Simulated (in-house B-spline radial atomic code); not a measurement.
Ionising Cl V (Cl4+) with different functionals

Computed with a radial B-spline atomic code at the basis-set limit: non-relativistic Hamiltonian, point nucleus, spin-polarised at highest spin, spherical fractional occupations for the functionals, the average over the highest-spin determinants for Hartree-Fock. The ionisation energy is the difference of two self-consistent energies, [Ne] 3s2 3p1 → [Ne] 3s2, without Breit or QED terms; ε is the level of the shell that loses the electron (its least bound occupied spin orbital).

Hybrids are left out here: with spherical fractional occupations of an open shell their exact exchange keeps a self-interaction that integer-occupation calculations don't have.

```json
{"method": "Hartree-Fock", "rung": "Hartree-Fock", "ΔSCF (eV)": "66.72", "-ε(3p) (eV)": "66.98"}
{"method": "LDA VWN5", "rung": "LDA", "ΔSCF (eV)": "67.68", "-ε(3p) (eV)": "60.41"}
{"method": "LDA PW92", "rung": "LDA", "ΔSCF (eV)": "67.67", "-ε(3p) (eV)": "60.39"}
{"method": "LDA exchange-only", "rung": "LDA", "ΔSCF (eV)": "66.26", "-ε(3p) (eV)": "59.09"}
{"method": "PBE", "rung": "GGA", "ΔSCF (eV)": "67.53", "-ε(3p) (eV)": "60.35"}
{"method": "PBEsol", "rung": "GGA", "ΔSCF (eV)": "67.48", "-ε(3p) (eV)": "60.30"}
{"method": "BLYP", "rung": "GGA", "ΔSCF (eV)": "67.51", "-ε(3p) (eV)": "60.25"}
{"method": "RPBE", "rung": "GGA", "ΔSCF (eV)": "67.47", "-ε(3p) (eV)": "60.33"}
{"method": "PW91", "rung": "GGA", "ΔSCF (eV)": "67.65", "-ε(3p) (eV)": "60.45"}
{"method": "BP86", "rung": "GGA", "ΔSCF (eV)": "67.65", "-ε(3p) (eV)": "60.43"}
{"method": "AM05", "rung": "GGA", "ΔSCF (eV)": "67.46", "-ε(3p) (eV)": "60.27"}
{"method": "OLYP", "rung": "GGA", "ΔSCF (eV)": "67.51", "-ε(3p) (eV)": "60.43"}
{"method": "TPSS", "rung": "meta-GGA", "ΔSCF (eV)": "67.49", "-ε(3p) (eV)": "60.41"}
{"method": "SCAN", "rung": "meta-GGA", "ΔSCF (eV)": "67.35", "-ε(3p) (eV)": "60.43"}
{"method": "r2SCAN", "rung": "meta-GGA", "ΔSCF (eV)": "67.32", "-ε(3p) (eV)": "60.39"}
{"method": "M06-L", "rung": "meta-GGA", "ΔSCF (eV)": "67.02", "-ε(3p) (eV)": "60.18"}
{"method": "revTPSS", "rung": "meta-GGA", "ΔSCF (eV)": "67.41", "-ε(3p) (eV)": "60.35"}
```

How do they compare with the NIST value?

NIST lists 67.7 eV ± 0.1 (semi-empirical, ground level to ground level). Errors run from -1.42 to -0.00 eV; LDA VWN5 is closest (-0.00 eV), though others lie within the uncertainty of it, and part of that can be cancellation, since the calculations leave out relativity, Breit-QED terms, multiplet and fine-structure energies. Hartree-Fock also lacks correlation.
